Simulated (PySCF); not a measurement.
Relaxation of triplet HIrO

Method: UPBE0 in PySCF with Ir def2-TZVP with ECP60, O def2-TZVP, H def2-TZVP; scalar-relativistic core potentials, no spin–orbit coupling; density-fitted integrals. A (50,194) grid was used.

A hand-made bent start, of Cs symmetry, held to at least that symmetry:

Coordinates in bohr (charge 0 multiplicity 3):
```
Ir    0.1914    0.0000   -0.1500
O    -2.4711    0.0000    1.7144
H     2.5753    0.0000    1.5192
```

Optimiser trace:
```
step  E − E(last) (kJ/mol)  largest gradient (Eh/bohr)
   0                  7.96                     0.03923
   1                  1.75                     0.01781
   2                  0.19                     0.00219
   3                  0.05                     0.00170
   4                  0.00                     0.00054
   5                  0.00                     0.00007
```

It ends at Cs with Ir–H 1.561 Å, Ir–O 1.686 Å; H–Ir–O 101.4°. A frequency run shows a minimum.

Final geometry:
```xyz
3
charge 0 multiplicity 3, angstrom
Ir    0.0935    0.0000   -0.0860
O    -1.2101    0.0000    0.9838
H     1.3034    0.0000    0.9006
```

Open d and f shells are described by one determinant, and the ground state may have another occupation or spin. With an element this heavy the missing spin–orbit coupling can shift these numbers.

The relaxation took about 40 core-seconds on a shared host.
